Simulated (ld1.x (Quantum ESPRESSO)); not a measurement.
# Which change was made? (Au, PAW)

- Element: Au
- Generator: ld1.x (Quantum ESPRESSO) 7.5
- Type: PAW
- Functional: LDA (PZ)
- Relativity: scalar-relativistic
- Frozen core: [Kr] 4d10 4f14 5s2
- Valence charge: 17
- Reference configuration: 5p6 5d10 6s0 6p1
- Partial waves: 6s (bound, empty): rcut 2.15, rcutus 2.50 bohr; 6s channel at 1.1 Ry: rcut 2.15, rcutus 2.50 bohr; 5p (bound): rcut 1.60, rcutus 2.15 bohr; 6p (bound): rcut 1.60, rcutus 2.15 bohr; 5d (bound): rcut 2.10, rcutus 2.50 bohr; 5d channel at 4 Ry: rcut 2.10, rcutus 2.50 bohr
- Local potential: all-electron potential smoothed inside 2.05 bohr (lloc = -1)
- Core correction: a·sin(br)/r model core, default radius (ld1.x builds one for every PAW set, though the input has nlcc=.false.)
- Augmentation charge: PSQ, inside the norm-conserving radii

Cutoffs, loose and tight: the cutoffs (Ry, on a coarse ladder) from which the occupation-weighted sum of valence levels, in a spherical-Bessel basis at the reference potential, stays within 10 and 1 mRy of its value at 400 Ry. They do not see the model core or the augmentation charge, which bear on the density cutoff. Test errors are all-electron minus pseudo excitation energies from the reference, over the configurations 5p6 5d10 6s1 6p0; 5p6 5d10 6s0 6p0; 5p6 5d9 6s0 6p0; 5p6 5d9 6s1 6p0; 5p6 5d10 6s0.5 6p0; 5p6 5d9 6s2 6p0; 5p6 5d8 6s0 6p0 (two spin-polarised tests are not counted in the largest error); variants that change the core or the reference have their own tests.

The base gives: outcome: generated; cutoff, loose: 21 Ry; cutoff, tight: 35 Ry; bound ghosts: none; largest test error (meV): +12.

(1) After one change the result is: outcome: generated; cutoff, loose: 21 Ry; cutoff, tight: 35 Ry; bound ghosts: none; largest test error (meV): -172. Which change was it?
A. local potential all-electron potential smoothed inside 2.84 bohr (lloc = -1)
B. local potential all-electron potential smoothed inside 2.46 bohr (lloc = -1)
C. local potential all-electron potential smoothed inside 1.70 bohr (lloc = -1)
D. local potential all-electron potential smoothed inside 0.96 bohr (lloc = -1)

Answers

(1) B. The others give: local potential all-electron potential smoothed inside 0.96 bohr (lloc = -1) → outcome: generated, overlap not positive; bound ghosts: not determined (overlap not positive); largest test error (meV): +2.5 | local potential all-electron potential smoothed inside 2.84 bohr (lloc = -1) → outcome: generated; cutoff, loose: 21 Ry; cutoff, tight: 35 Ry; bound ghosts: none; largest test error (meV): -95 | local potential all-electron potential smoothed inside 1.70 bohr (lloc = -1) → outcome: generated; cutoff, loose: 21 Ry; cutoff, tight: 35 Ry; bound ghosts: s; largest test error (meV): -8.8. A file whose overlap is not positive is unfit for use, and its test errors describe a broken file.
